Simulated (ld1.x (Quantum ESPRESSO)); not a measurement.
## An all-electron radial function and its pseudo partner (nickel)

Columns: radius, all-electron u(r) and pseudo u(r) of the 3d shell (level -6.61 eV) of nickel in the configuration [Ne] 3s2 3p6 3d8.5 4s1.5 4p0; PBEsol, scalar-relativistic, TM scheme, ld1.x (Quantum ESPRESSO) 7.5.

```tsv
r (bohr)	all-electron	pseudo
0.040	0.0097	0.0026
0.080	0.0552	0.0200
0.120	0.1359	0.0636
0.160	0.2393	0.1390
0.200	0.3523	0.2445
0.240	0.4648	0.3713
0.280	0.5699	0.5066
0.320	0.6636	0.6361
0.360	0.7438	0.7485
0.400	0.8102	0.8367
0.440	0.8630	0.8992
0.480	0.9030	0.9386
0.520	0.9314	0.9598
0.560	0.9496	0.9686
0.600	0.9591	0.9695
0.640	0.9613	0.9657
0.680	0.9574	0.9587
0.720	0.9486	0.9488
0.760	0.9359	0.9359
0.800	0.9201	0.9201
0.840	0.9020	0.9020
0.880	0.8820	0.8820
0.920	0.8608	0.8608
0.960	0.8388	0.8388
1.000	0.8161	0.8161
1.040	0.7932	0.7932
```

(1) How many radial nodes do the two functions have?

(2) At about which radius was the pseudo-wave matched?

(3) Is the pseudo-wave norm-conserving?

Answers

(1) The all-electron 3d function has n − l − 1 = 0; the pseudo-wave has 0.

(2) 0.80 bohr. The columns agree to 0.0005 from 0.72 bohr on; several derivatives are matched, so the curves merge somewhat inside the radius.

(3) Yes: the TM scheme keeps the norm inside the radius equal to the all-electron one, which fixes the energy derivative of the logarithmic derivative at the level.
